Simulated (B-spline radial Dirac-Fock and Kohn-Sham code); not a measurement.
Dipole and non-dipole photoemission parameters of Ru⁵⁺ 3p1/2

System: the Ru⁵⁺ ion, configuration [Kr] 4d3; threshold 558.1 eV (orbital energy of the model). The computed values come from a radial atomic solver: Dirac-Hartree-Slater photoionisation with a Latter tail; cross sections with all multipoles, angular parameters from the dipole term and its interference with E2.

Input of the calculation (task.json; shells as n, l, electrons):

```json
{"items": [{
  "Z": 44,
  "q": 5,
  "cfg": [[1, 0, 2], [2, 0, 2], [2, 1, 6], [3, 0, 2], [3, 1, 6], [3, 2, 10], [4, 0, 2], [4, 1, 6], [4, 2, 3]],
  "A": 102,
  "rrms": 4.4809,
  "do": "xps",
  "hv": [80, 100, 106.0, 167.0, 170.0, 189.0, 209.0, 235.0, 300, 367.0, 380.0, 503.0, 800, 863.0, 1000, 1420.0, 1510.0, 1530.0, 2984.4, 3150.0, 3200.0, 3250.0, 3620.0, 7370.0, 7470.0, 8047.8, 9040.0, 12000, 13200.0]
}]}
```

Launch: `python xray2_run.py task.json out`

For linearly polarised light dσ/dΩ = σ/(4π) [1 + β P₂(cos θ) + (δ + γ cos²θ) sin θ cos φ], with θ from the polarisation vector and φ the angle between the beam and the projection of the electron momentum on the plane normal to the polarisation.

```tsv
hν (eV)	σ (kb)	β	γ	δ
800	121	1.353	0.205	0.022
863	110	1.420	0.151	0.014
1000	89.9	1.510	0.060	0.006
1420	51.0	1.601	-0.022	0.001
1510	45.7	1.606	-0.017	0.002
1530	44.6	1.607	-0.015	0.002
2984.4	11.2	1.554	0.316	0.011
3150	9.89	1.544	0.358	0.013
3200	9.53	1.541	0.371	0.013
3250	9.20	1.538	0.383	0.014
3620	?	?	?	?
7370	1.14	1.307	1.151	0.063
7470	1.09	1.302	1.165	0.065
8047.8	0.890	1.275	1.240	0.072
9040	0.641	1.232	1.356	0.086
12000	0.281	1.121	1.632	0.126
13200	0.212	1.083	1.723	0.143
```

Problem. Give the values at 3620 eV.

Solution. σ = 7.13 kb, β = 1.515, γ = 0.473, δ = 0.017.
